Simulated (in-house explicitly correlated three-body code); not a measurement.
Computed with an exponentially correlated three-body code. Model: two electrons around a point charge, non-relativistic, variational in 260 exponentially correlated functions (energies converged to about 1e-7 hartree, or 1e-8 relative for large Z).

For this charge the correlation energy is taken as exact minus Hartree-Fock, from which it differs by microhartrees, and the kinetic parts follow from it.

For two electrons in a singlet the Kohn-Sham orbital is the square root of half the density, so the exact Kohn-Sham potential and energy parts follow from the density alone, and exchange is minus half the Hartree energy. The Kohn-Sham level equals minus the binding energy of the second electron.

Command:
```bash
python run_hyl.py task.json out
```
Settings (lengths in bohr, energies in hartree):
```
Z                      26
interaction_strength   1
functions              260
states_tried           13
```

Cost of the run: 53 s on 1 thread of Intel(R) Xeon(R) Platinum 8259CL CPU @ 2.50GHz (Skylake/Cascade Lake), with other jobs on the host.

**Converged states only, values per electron or pair.**

Given: nuclear charge 26.

| term | mean r (bohr) | mean r squared (bohr²) | mean inverse r (1/bohr) | mean r12 (bohr) | mean inverse r12 (1/bohr) | mean cosine | mean p1 dot p2 (bohr⁻²) | delta r1 (bohr⁻³) | delta r12 (bohr⁻³) |
| --- | --- | --- | --- | --- | --- | --- | --- | --- | --- |
| 1 1S | 0.058538 | 0.0045774 | 25.688 | 0.085682 | 15.936 | -0.0051209 | 3.3484 | 5452.4 | 648.62 |
| 2 3S | 0.14674 | 0.034629 | 16.156 | 0.24569 | 4.7907 | -0.0017859 | 0.26778 | 3124.5 | - |
| 2 3P | 0.12801 | 0.025826 | 16.137 | 0.2126 | 5.7209 | -0.076187 | -49.058 | 2788.6 | - |
| 2 1S | 0.14813 | 0.035421 | 16.134 | 0.24523 | 5.7995 | -0.0029859 | 0.30153 | 3117.5 | 122.82 |
| 2 1P | 0.12914 | 0.02636 | 16.12 | 0.20505 | 6.4456 | 0.06806 | 48.515 | 2799.4 | 38.076 |
| 3 3S | 0.29568 | 0.16392 | 14.398 | 0.53787 | 2.3718 | -0.00061652 | 0.079989 | 2893.3 | - |
| 3 3P | 0.27762 | 0.14481 | 14.392 | 0.50269 | 2.6275 | -0.017614 | -11.175 | 2795.2 | - |
| 3 1S | 0.29769 | 0.16642 | 14.392 | 0.54115 | 2.6383 | -0.00095627 | 0.098311 | 2891.8 | 35.452 |
| 3 1P | ? | ? | ? | ? | ? | ? | ? | ? | ? |
| 4 3S | 0.50462 | 0.51148 | 13.785 | 0.95388 | 1.3949 | -0.00027173 | 0.033839 | 2837.6 | - |
| 4 3P | ? | ? | ? | ? | ? | ? | ? | ? | - |
| 4 1S | 0.50729 | 0.51729 | 13.783 | 0.95893 | 1.5029 | -0.00041323 | 0.042814 | 2837.1 | 14.806 |
| 4 1P | 0.48931 | 0.48321 | 13.781 | 0.92285 | 1.5813 | 0.006101 | 4.4426 | 2797.3 | 5.171 |

**Question.** What belongs in the row 3 1P?

**Answer.** mean r (bohr): 0.2792; mean r squared (bohr²): 0.14665; mean inverse r (1/bohr): 14.388; mean r12 (bohr): 0.50382; mean inverse r12 (1/bohr): 2.8258; mean cosine: 0.015704; mean p1 dot p2 (bohr⁻²): 11.369; delta r1 (bohr⁻³): 2797.5; delta r12 (bohr⁻³): 12.039.

**Question.** What belongs in the row 4 3P?

**Answer.** mean r (bohr): 0.48721; mean r squared (bohr²): 0.47882; mean inverse r (1/bohr): 13.783; mean r12 (bohr): 0.91943; mean inverse r12 (1/bohr): 1.5; mean cosine: -0.0068625; mean p1 dot p2 (bohr⁻²): -4.3296; delta r1 (bohr⁻³): 2796.5.

**Exact Kohn-Sham parts of the ground state from its density.**

Computed: total energy -659.907333 hartree; Kohn-Sham kinetic 659.86 hartree; Hartree energy 32.056 hartree; kinetic part of the DFT correlation energy 0.045846 hartree; potential part of the DFT correlation energy -0.092134 hartree; exact minus restricted Hartree-Fock -0.046288 hartree; Kohn-Sham level -8759.5 eV; dipole polarisability 2.083e-05 bohr³; C6 of two such species 9.1238e-08 hartree·bohr⁶.

**Question.** What is the restricted Hartree-Fock level?

**Answer.** -8759.8 eV.

**Question.** What is the exchange energy?

**Answer.** -16.028 hartree.

**Functionals on the exact density and self-consistent, errors are functional minus exact, hybrids only self-consistent, a dash where a self-consistent run leaves the top level unbound.**

```tsv
result	exchange error (millihartree)	correlation error (millihartree)	functional driven error (millihartree)	density driven error (millihartree)	self consistent total error (millihartree)	top level plus exact binding (eV)
BP86	133.23	-125.17	8.0592	-1.1683	6.891	159.21
LDA PW92	2277	-211.62	2065.4	-2.8476	2062.5	181.82
TPSS	-3.4983	-2.9746	-6.4729	-0.39646	-6.8693	149.28
revTPSS	-2.8013	-4.8045	-7.6058	-0.27203	-7.8778	147.02
r2SCAN	-3.8763	0.99575	-2.8805	-0.31617	-3.1967	143.22
PW91	280.46	-23.742	256.72	-1.5428	255.17	160.89
PBE	328.28	-1.9943	326.28	-1.5094	324.77	162.39
r2SCAN0	-	-	-	-	?	?
wB97X	-	-	-	-	-612.86	128.12
M06-L	-181.35	-26.936	-208.29	-2.3635	-210.65	142.02
PBE0	-	-	-	-	243.38	121.51
LDA VWN5	2277	-212.45	2064.5	-2.8482	2061.7	181.81
SCAN	-3.8763	0.99575	-2.8805	-0.31617	-3.1967	143.22
B3LYP VWN-RPA	-	-	-	-	225.34	129.18
AM05	1762.7	-178.45	1584.2	-1.9281	1582.3	178.49
BLYP	133.23	-3.5783	129.65	-1.3005	128.35	160.16
HSE06	-	-	-	-	225.75	121.82
RPBE	58.805	-1.9943	56.81	-1.5641	55.246	160.3
PBEsol	?	?	?	?	?	?
OLYP	92.611	-3.5783	89.032	-1.1357	87.897	159.93
```

**Question.** What belongs in the row r2SCAN0?

**Answer.** self consistent total error (millihartree): -2.0863; top level plus exact binding (eV): 107.19.

**Question.** What belongs in the row PBEsol?

**Answer.** exchange error (millihartree): 1009.8; correlation error (millihartree): -16.718; functional driven error (millihartree): 993.05; density driven error (millihartree): -1.5336; self consistent total error (millihartree): 991.51; top level plus exact binding (eV): 170.68.

**Density and exact potentials over r, pair density (one pair, times 4 pi r12^2) and exact minus Kohn-Sham pair density over r12.**

| radius (bohr) | radial density (electrons/bohr) | exchange potential (hartree) | intracule density (1/bohr) | Coulomb hole against Kohn-Sham (1/bohr) |
| --- | --- | --- | --- | --- |
| 0.00154 | 0.29999 | -25.661 | 0.019339 | -0.0007309 |
| 0.00178 | 0.3958 | -25.653 | 0.025833 | -0.0009702 |
| 0.00206 | 0.52246 | -25.642 | 0.034592 | -0.00129 |
| 0.00239 | 0.6913 | -25.626 | 0.046547 | -0.00172 |
| 0.00276 | 0.90436 | -25.606 | 0.062045 | -0.002271 |
| 0.00319 | 1.1814 | -25.58 | 0.082823 | -0.002997 |
| 0.0037 | 1.5478 | -25.545 | 0.1113 | -0.003973 |
| 0.00428 | 2.0096 | -25.5 | 0.14871 | -0.005227 |
| 0.00495 | ? | ? | ? | ? |
| 0.00573 | 3.3406 | -25.364 | 0.2652 | -0.008965 |
| 0.00663 | 4.2683 | -25.264 | 0.35363 | -0.01166 |
| 0.00768 | 5.4235 | -25.134 | 0.47188 | -0.01512 |
| 0.00889 | 6.8249 | -24.967 | 0.62755 | -0.01945 |
| 0.0103 | 8.5154 | -24.754 | 0.83384 | -0.02484 |
| 0.0119 | 10.462 | -24.489 | 1.0982 | -0.03126 |
| 0.0138 | 12.75 | -24.148 | 1.4499 | -0.03907 |
| 0.0159 | 15.181 | -23.744 | 1.8804 | -0.04762 |
| 0.0185 | 17.964 | -23.214 | 2.4632 | -0.05765 |
| 0.0214 | 20.689 | -22.593 | 3.1614 | -0.06755 |
| 0.0247 | 23.241 | -21.865 | 3.9932 | -0.07657 |
| 0.0286 | 25.476 | -20.99 | 4.9903 | -0.08359 |
| 0.0331 | ? | ? | ? | ? |
| 0.0383 | 27.71 | -18.849 | 7.2928 | -0.08327 |
| 0.0444 | 27.207 | -17.577 | 8.4593 | -0.07207 |
| 0.0513 | 25.476 | -16.237 | 9.4246 | -0.05294 |
| 0.0594 | 22.536 | -14.81 | 10.051 | -0.0268 |
| 0.0688 | 18.672 | -13.35 | 10.144 | 0.002098 |
| 0.0796 | 14.377 | -11.914 | 9.5883 | 0.02748 |
| 0.0921 | 10.156 | -10.53 | 8.3856 | 0.04363 |
| 0.107 | 6.4024 | -9.1989 | 6.637 | 0.04716 |
| 0.123 | 3.7386 | -8.0673 | 4.8187 | 0.03974 |
| 0.143 | 1.8222 | -6.9711 | 2.9903 | 0.0257 |
| 0.165 | 0.79064 | -6.0537 | 1.6401 | 0.01285 |
| 0.191 | 0.28183 | -5.2338 | 0.74604 | 0.004256 |
| 0.221 | 0.081937 | -4.5245 | 0.27751 | 0.0005338 |
| 0.256 | 0.018525 | -3.9062 | 0.080634 | -0.0003135 |

**Question.** What belongs in the row 0.00495?

**Answer.** radial density (electrons/bohr): 2.5961; exchange potential (hartree): -25.441; intracule density (1/bohr): 0.1985; Coulomb hole against Kohn-Sham (1/bohr): -0.006853.

**Question.** What belongs in the row 0.0331?

**Answer.** radial density (electrons/bohr): 27.056; exchange potential (hartree): -19.985; intracule density (1/bohr): 6.1086; Coulomb hole against Kohn-Sham (1/bohr): -0.0865.

The density-driven part is never positive, since each functional's own density lowers its energy. Here it is small beside the functional-driven part (median ratio 0.011), the normal case.
